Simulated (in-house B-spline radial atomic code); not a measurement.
Configurations of the phosphorus ion P⁶⁺, with energies counted from [He] 2s2 2p5. Method: scalar-relativistic (X2C) LC-wPBE, spin-polarised, spherical fractional occupations, exact exchange averaged over the configuration, Fermi nucleus of rms radius 3.1889 fm. Calculated with an all-electron radial atomic-structure program (B-spline basis). Shells without spins written out take the highest spin.

```csv
configuration,E - E(ref) (eV),highest orbital,its <r> (bohr)
[He] 2s1 2p6,47.858,2p down,0.4623
[He] 2s2 2p4 3s1,156.28,3s up,1.347
[He] 2s1 2p5 3d1,230.29,3d up,1.353
```

Task: Order these further configurations by energy, lowest first.
A. [He] 2s1 2p5 3s1
B. [He] 2s2 2p4 3p1
C. [He] 2s2 2p4 3d1
D. [He] 2s1 2p5 3p1

Result: B (168.36 eV), C (184.62 eV), A (202.15 eV), D (214.34 eV).
